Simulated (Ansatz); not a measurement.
CH10Si3, SMILES `[SiH3]C[SiH2][SiH3]` (Si–C–Si–Si torsion 56°) (charge 0, multiplicity 1).

Computed with frozen-core CCSD(T)/cc-pVDZ // B3LYP-D3(BJ)/def2-TZVP (Ansatz, a first-principles code).

Ansatz 0.2 input:
```yaml
crystal:
  periodic: [false, false, false]
  atoms:
    - { symbol: Si, position_ang: [-1.895676, 0.290548, -0.612968] }
    - { symbol: C, position_ang: [-0.688068, -1.127428, -0.386623] }
    - { symbol: Si, position_ang: [0.657033, -0.837591, 0.900708] }
    - { symbol: Si, position_ang: [1.898922, 1.100633, 0.442893] }
    - { symbol: H, position_ang: [-2.513473, 0.653628, 0.684967] }
    - { symbol: H, position_ang: [-2.972999, -0.072819, -1.564911] }
    - { symbol: H, position_ang: [-1.182624, 1.478734, -1.139897] }
    - { symbol: H, position_ang: [-0.210742, -1.332303, -1.349721] }
    - { symbol: H, position_ang: [-1.243862, -2.028509, -0.110624] }
    - { symbol: H, position_ang: [0.037031, -0.707147, 2.244047] }
    - { symbol: H, position_ang: [1.582175, -1.999883, 0.943414] }
    - { symbol: H, position_ang: [2.369975, 1.086152, -0.965315] }
    - { symbol: H, position_ang: [1.079142, 2.319711, 0.646319] }
    - { symbol: H, position_ang: [3.083169, 1.176274, 1.333956] }
basis:
  gaussian: { orbitals: cc-pVDZ }
correlation:
  method: ccsd_t
```

Output:

```
Functional definition: HF
1110 factors; integrals over basis functions are off by at most 1.1e-3 eV
mean field evaluation 1: about -24773.0102 eV, gradient 2.4e1 eV
mean field evaluation 2: about -24773.0808 eV, gradient 2.4e1 eV
mean field evaluation 4: about -24775.3484 eV, gradient 3.3e0 eV
mean field evaluation 8: about -24775.3923 eV, gradient 6.7e-2 eV
mean field evaluation 16: about -24775.3045 eV, gradient 3.1e-1 eV
mean field -24775.39228412 eV, -910.4788730775 hartree, gradient 3.4e-6 eV, S^2 0.000000; 0 other end points of the search recorded, 0 dependent functions left out
16 core orbitals not correlated
reference -24775.39228412 eV, -910.4788730775 hartree; 13, 13 occupied and 89, 89 virtual orbitals, 1110 factors
second order -12.49359769 eV of doubles, -0.00000000 eV of singles
cycle   1  -14.09882185 eV  change    -1.6e0 eV  update   9.6e-2
cycle   2  -14.68353097 eV  change   -5.8e-1 eV  update   3.0e-2
cycle   3  -14.72100986 eV  change   -3.7e-2 eV  update   8.3e-3
cycle   4  -14.71709183 eV  change    3.9e-3 eV  update   2.8e-3
cycle   5  -14.71629555 eV  change    8.0e-4 eV  update   7.2e-4
cycle   6  -14.71608254 eV  change    2.1e-4 eV  update   2.1e-4
cycle   7  -14.71606106 eV  change    2.1e-5 eV  update   5.3e-5
cycle   8  -14.71607190 eV  change   -1.1e-5 eV  update   1.6e-5
perturbative correction -0.39742010 eV, -0.0146049191 hartree
Total energy: -24790.50577612 eV, -911.0342836641 hartree
```
